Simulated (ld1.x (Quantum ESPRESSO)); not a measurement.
## Which change was made? (Mo, TM)

- Element: Mo (Z = 42)
- Generator: ld1.x (Quantum ESPRESSO) 7.5
- Type: norm-conserving Troullier–Martins (Kleinman–Bylander form)
- Functional: PBE
- Relativity: scalar-relativistic
- Frozen core: [Ar] 3d10
- Valence charge: 14
- Reference configuration: 4s2 4p6 4d5 5s1 5p0
- Partial waves: 4s (bound): rc 1.10 bohr; 4d (bound): rc 2.10 bohr; 4p (bound): rc 1.25 bohr
- Local potential: the p channel
- Core correction: none

Occupied shells without a wave of their own: 5s. They enter only through the test configuration that unscreens the potential.

Cutoffs, loose and tight: the cutoffs (Ry, on a coarse ladder) from which the occupation-weighted sum of valence levels, in a spherical-Bessel basis at the reference potential, stays within 10 and 1 mRy of its value at 400 Ry. They do not see the model core or the augmentation charge, which bear on the density cutoff. Test errors are all-electron minus pseudo excitation energies from the reference, over the configurations 4s2 4p6 4d5 5s0 5p0; 4s2 4p6 4d4 5s0 5p0; 4s2 4p6 4d3 5s0 5p0; 4s2 4p6 4d5 5s0 5p1; 4s2 4p6 4d6 5s0 5p0; 4s2 4p6 4d4 5s1 5p1; 4s2 4p6 4d5 5s0.5 5p0; variants that change the core or the reference have their own tests.

The base gives: outcome: generated; cutoff, loose: 110 Ry; cutoff, tight: 180 Ry; bound ghosts: none; largest test error (meV): -32.

On the changes marked as counting shells twice: ld1.x takes every shell without a wave as core, so the model core holds the marked electrons as well and exchange and correlation see them twice. This cancels in the reference configuration, but the file is broken for other ones, and its errors say nothing about a proper core correction.

Problem. After one change the result is: outcome: generated; cutoff, loose: 230 Ry; cutoff, tight: over 300 Ry; bound ghosts: none; largest test error (meV): -139. Which change was it?
A. wave 4p (bound): rc 1.25 bohr becomes 4p (bound): rc 0.86 bohr
B. all radii scaled by about 0.80 (s 0.88, p 1.00, d 1.66 bohr)
C. reference 4s2 4p6 4d5 5s0 5p0
D. core correction a·sin(br)/r model core inside 0.56 bohr (5s counted twice)
E. wave 4s (bound): rc 1.10 bohr becomes 4s (bound): rc 0.82 bohr

Solution. E. The others give: core correction a·sin(br)/r model core inside 0.56 bohr (5s counted twice) → outcome: generated; cutoff, loose: 110 Ry; cutoff, tight: 180 Ry; bound ghosts: none; largest test error (meV): -398 | reference 4s2 4p6 4d5 5s0 5p0 → outcome: generated; cutoff, loose: 110 Ry; cutoff, tight: 180 Ry; bound ghosts: none; largest test error (meV): +35 | all radii scaled by about 0.80 (s 0.88, p 1.00, d 1.66 bohr) → outcome: generated; cutoff, loose: 200 Ry; cutoff, tight: over 300 Ry; bound ghosts: none; largest test error (meV): -97 | wave 4p (bound): rc 1.25 bohr becomes 4p (bound): rc 0.86 bohr → outcome: generated; cutoff, loose: 260 Ry; cutoff, tight: over 300 Ry; bound ghosts: s; largest test error (meV): -157.
